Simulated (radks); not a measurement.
Values are calculated unless marked as measured or tabulated.
Fractional charge and spin in the 5s shell of caesium: the spin-up occupation runs from 0 to 1 and the spin-down occupation from 0 to 1; the fullest corner is Cs+, [Kr] 4d10 5p6 5s(up 1, down 1). Code: a radial shooting solver on a logarithmic mesh with Libxc functionals. Model: scalar-relativistic Kohn-Sham, LDA (Slater exchange, Perdew-Wang correlation), spin-polarised, spherical densities, finite nucleus; Fermi nuclear charge, rms radius of each element as measured or else 0.836 A^(1/3) + 0.57 fm. Energy (eV) above the fullest corner. The planes named below are the two flat planes that join the four corners, with an edge along up + down = one added electron.

down \ up       0    0.25     0.5    0.75       1
0          87.441  73.881  61.065  48.985  37.632
0.25       73.881  61.115  49.083  37.775  27.184
0.5        61.065  49.083  37.823  27.278  17.436
0.75       48.985  37.775  27.278  17.482   8.379
1          37.632  27.184  17.436   8.379   0.000

Corners above the fullest one (they belong to Cs2+ and the next ion): (up 1, down 0) 37.632 eV, (up 0, down 1) 37.632 eV, (up 0, down 0) 87.441 eV. With half an added electron in each spin the energy lies 0.191 eV from the planes, and with half an added electron in spin up alone -1.471 eV. The planes are only a guide here: the flat-plane condition holds for ground states with one frontier orbital, while this shell lies below other occupied shells, so the corners above the fullest one are inner-hole states and not the ground states of those ions.
